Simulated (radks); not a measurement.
Values are calculated unless marked as measured or tabulated.
Si3+, configuration [Ne] 3s1.

Code: a radial shooting solver on a logarithmic mesh with Libxc functionals. Model: scalar-relativistic Kohn-Sham, Slater X-alpha with alpha = 0.622, spin-unpolarised, spherical densities, point nucleus.

Energy parts (eV):
part                  energy
total              -7743.721
kinetic             7774.393
electron-nucleus  -18201.767
Hartree             3134.016
exchange            -450.363

Orbitals (lengths in bohr, moments of r in powers of bohr; <r^-3> diverges for s and p1/2; r(max) is where P^2 peaks):
orbital	occ.	eigenvalue (eV)	<r>	<r^-3>	r(max)
1s	2	-1806.334	0.1118	-	0.07292
2s	2	-170.9288	0.5709	-	0.4565
2p	6	-127.9016	0.5383	48.18	0.3874
3s	1	-37.8899	1.867	-	1.641

The highest occupied level is 3s at -37.890 eV. The density falls to 0.001 e/bohr^3 at r = 3.06 bohr. Summed over all electrons, <r^2> = 6.986 bohr^2, which gives a Langevin (diamagnetic) susceptibility term of -5.53 x 10^-6 cm^3/mol. For comparison, the ionisation energy in NIST's Atomic Spectra Database is 45.142 eV (measured). In exact Kohn-Sham theory the highest level is minus the ionisation energy, but local and semilocal functionals leave it too shallow, through self-interaction and a potential that decays too fast; potentials with the right tail come closer.

Beside tabulated values, note that spin-unpolarised runs miss the spin-polarisation part of the exchange energy of open shells.
